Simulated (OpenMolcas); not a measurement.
Computed levels of 3d⁵ in ions with 23 electrons, in cm-1 above ⁶S_5/2.

```json
{
 "Program": "OpenMolcas",
 "Method": "SS-CASPT2, IPEA 0.25 Eh, imaginary shift 0.1 Eh",
 "Basis": "ANO-RCC-VQZP",
 "Scalar Hamiltonian": "DKH2, point nucleus",
 "Spin-orbit coupling": "state interaction with AMFI integrals over the reference wave functions, term energies averaged over their components"
}
```

Active space for each ion: 5 electrons in 5 orbitals (3d); closed shells correlated by CASPT2: 3s 3p.

| Level | Fe3+ | Ni5+ | Cu6+ |
| --- | --- | --- | --- |
| ⁴G_5/2 | 33100 | 42990 | 47700 |
| ⁴G_7/2 | 33130 | 43070 | 47820 |
| ⁴G_11/2 | 33140 | 43100 | 47860 |
| ⁴G_9/2 | 33150 | 43120 | 47890 |
| ⁴P_5/2 | 36550 | 47360 | 52390 |
| ⁴P_3/2 | 36620 | 47550 | 52680 |
| ⁴P_1/2 | 36700 | 47790 | 53030 |
| ⁴D_7/2 | 39800 | 51550 | 57160 |
| ⁴D_1/2 | 39890 | 51780 | 57510 |

Q: Estimate ⁴G_5/2, ⁴G_7/2 for Co4+ from its neighbours Fe3+ and Ni5+.

A: ⁴G_5/2 is another term, which grows about linearly with the charge: (33100 + 42990) / 2 = 38045. The calculation gives 38420, so the estimate is off by -1.0 %.
⁴G_7/2 is another term, which grows about linearly with the charge: (33130 + 43070) / 2 = 38100. The calculation gives 38470, so the estimate is off by -1.0 %.

Term energies are means over components that CASPT2 splits; among the terms shown or strongly mixed into the levels shown the widest spread is 55 cm-1 (3d⁵ ⁴G, Co4+). Levels of configurations outside the active space are missing.
